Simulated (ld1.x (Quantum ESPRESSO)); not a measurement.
# Which change was made? (Ta, TM)

| Quantity | Value |
| --- | --- |
| Element | tantalum (Ta) |
| Generator | ld1.x (Quantum ESPRESSO) 7.5 |
| Type | norm-conserving Troullier–Martins (Kleinman–Bylander form) |
| Functional | PBEsol |
| Relativity | scalar-relativistic |
| Frozen core | [Kr] 4d10 4f14 5s2 |
| Valence charge | 11 |
| Reference configuration | 5p6 5d3 6s2 6p0 |
| Partial waves | 6s (bound): rc 2.50 bohr; 5d (bound): rc 1.60 bohr; 5p (bound): rc 2.10 bohr |
| Local potential | the p channel |
| Core correction | Bessel-smoothed model core, default radius (core density twice the valence density) |

Cutoffs, loose and tight: the cutoffs (Ry, on a coarse ladder) from which the occupation-weighted sum of valence levels, in a spherical-Bessel basis at the reference potential, stays within 10 and 1 mRy of its value at 400 Ry. They do not see the model core or the augmentation charge, which bear on the density cutoff. Test errors are all-electron minus pseudo excitation energies from the reference, over the configurations 5p6 5d3 6s1 6p0; 5p6 5d3 6s0 6p0; 5p6 5d2 6s0 6p0; 5p6 5d3 6s0 6p2; 5p6 5d3 6s1 6p1; 5p6 5d3 6s1.5 6p0; 5p6 5d2 6s2 6p1; variants that change the core or the reference have their own tests.

The base gives: outcome: generated; cutoff, loose: 30 Ry; cutoff, tight: 45 Ry; bound ghosts: s; largest test error (meV): +320.

**Question.** After one change the result is: outcome: generated; cutoff, loose: 30 Ry; cutoff, tight: 45 Ry; bound ghosts: s; largest test error (meV): +240. Which change was it?
A. core [Xe] 4f14, valence charge 5; reference 5d3 6s1 6p1; waves now 6s (bound): rc 2.45 bohr; 6p (bound): rc 3.55 bohr; 5d (bound): rc 2.50 bohr; local potential all-electron potential smoothed inside 1.95 bohr (lloc = -2); core correction none
B. wave 5p (bound): rc 2.10 bohr becomes 5p (bound): rc 2.94 bohr
C. wave 6s (bound): rc 2.50 bohr becomes 6s (bound): rc 1.90 bohr
D. reference 5p6 5d3 6s1 6p0
E. local potential the s channel

**Answer.** D. The others give: wave 6s (bound): rc 2.50 bohr becomes 6s (bound): rc 1.90 bohr → outcome: generated; cutoff, loose: 35 Ry; cutoff, tight: 90 Ry; bound ghosts: s; largest test error (meV): +335 | local potential the s channel → outcome: generated; cutoff, loose: 30 Ry; cutoff, tight: 45 Ry; bound ghosts: none; largest test error (meV): -1093 | core [Xe] 4f14, valence charge 5; reference 5d3 6s1 6p1; waves now 6s (bound): rc 2.45 bohr; 6p (bound): rc 3.55 bohr; 5d (bound): rc 2.50 bohr; local potential all-electron potential smoothed inside 1.95 bohr (lloc = -2); core correction none → outcome: generated; cutoff, loose: 25 Ry; cutoff, tight: 30 Ry; bound ghosts: none; largest test error (meV): no test is counted, since the test run did not reproduce the reference configuration | wave 5p (bound): rc 2.10 bohr becomes 5p (bound): rc 2.94 bohr → outcome: generated; cutoff, loose: 30 Ry; cutoff, tight: 45 Ry; bound ghosts: s; largest test error (meV): -98.
